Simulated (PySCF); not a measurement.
# Vertical excitation energies

C₃H₅BF₂.
Z-matrix (Å and degrees, PBE0-D3(BJ)/def2-SVP geometry), rows numbered from 1:
```
F 
B   1  1.3216
F   2  1.3257  1  116.31
C   2  1.5374  1  122.84  3   179.86
C   4  1.5203  2  117.85  1   147.86
C   5  1.4802  4   60.86  2   107.10
H   4  1.0934  2  117.21  1     1.18
H   5  1.0933  4  117.54  6  -108.74
H   5  1.0927  4  116.66  6   109.56
H   6  1.0927  4  116.71  5  -109.54
H   6  1.0934  4  117.46  5   108.75
```

Method: TDDFT CAM-B3LYP/def2-SVPD, vertical, gas phase, core orbitals frozen in the response (PySCF 2.14.0, density-fitted response routines).

Question: List the vertical singlet excitations with oscillator strengths and describe the spectrum.

Answer: 

| state | λ (nm) | E (eV) | f | \|μ\| (D) | main configurations (H = HOMO, L = LUMO) |
| --- | --- | --- | --- | --- | --- |
| S1 | 154.5 | 8.03 | 0.0080 | 0.51 | H-1→L+1 (87%) |
| S2 | 150.2 | 8.25 | 0.246 | 2.80 | H→L+1 (90%) |
| S3 | 146.0 | 8.49 | 0.0004 | 0.11 | H→L (75%), H→L+2 (16%) |
| S4 | 145.0 | 8.55 | 0.0042 | 0.36 | H-1→L (69%), H-1→L+2 (23%) |
| S5 | 139.7 | 8.87 | 0.0034 | 0.32 | H-2→L+1 (67%), H→L+2 (11%) |
| S6 | 138.7 | 8.94 | 0.0007 | 0.15 | H→L+2 (40%), H→L (17%), H→L+3 (17%) |

The lowest singlet comes at 154 nm (774 kJ/mol) in the vacuum ultraviolet; it is weak; its leading configuration is HOMO-1→LUMO+1 (87%). The strongest level in the table is S2 at 8.25 eV (150 nm, f = 0.246). Löwdin shares by element: HOMO carbon 80% (atoms not listed hold the other 20%); LUMO boron 58%, fluorine 14%, carbon 5% or more (atoms not listed hold the other 23%). Orbital energies (eV): HOMO-3 -12.03, HOMO-2 -11.62, HOMO-1 -10.39, HOMO -10.35, LUMO 1.09, LUMO+1 1.23, LUMO+2 1.73. Of the 6 states listed, 1 reaches f = 0.01 and 1 stays under 0.0005. The listed states span 0.91 eV, and the widest gap between neighbours is 0.32 eV (S4 to S5). Singlets were solved by full linear response.

One conformer stands for the species.
